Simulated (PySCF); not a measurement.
C3H10OSi2. Atoms are numbered in the order given.

```xyz
16

C     -1.6240     2.3484     0.5034
C     -0.6863     1.3858     0.5980
C     -0.6071     0.1357    -0.2285
Si    -0.8270    -1.4106     0.8750
Si     1.0224    -0.0126    -1.2027
O      2.2514    -0.6535    -0.2399
H     -2.4483     2.2797    -0.2261
H     -1.5985     3.2365     1.1528
H      0.1093     1.5105     1.3587
H     -1.4280     0.1173    -0.9820
H      0.0870    -1.3180     2.0654
H     -2.2464    -1.4811     1.3699
H     -0.5131    -2.6627     0.1021
H      0.8485    -1.0030    -2.3142
H      1.3975     1.3420    -1.7499
H      2.5494    -0.0888     0.4937
```

Geometry optimised at PBE-D3(BJ)/def2-SVP. The structure was generated by enumeration; whether it is a known compound was not checked. Other conformers were not sampled.

Computed with PBE/def2-TZVP (PySCF).

The molecule is in vacuum.

Computed frontier levels, gap, dipole moment and polarisability:
The highest occupied level is -6.01 eV and the lowest empty level comes out as -1.31 eV. The orbital gap comes out as 4.70 eV. The dipole moment is 1.26 D and the quadrupole, principal values (traceless, Buckingham form, about the centre of nuclear charge) is -6.48, -3.19, 9.67 D·Å. The mean static polarisability comes out as 98.3 bohr³ (14.56 Å³) and the polarisability, principal values comes out as 83.1, 95.6, 116.1 bohr³.
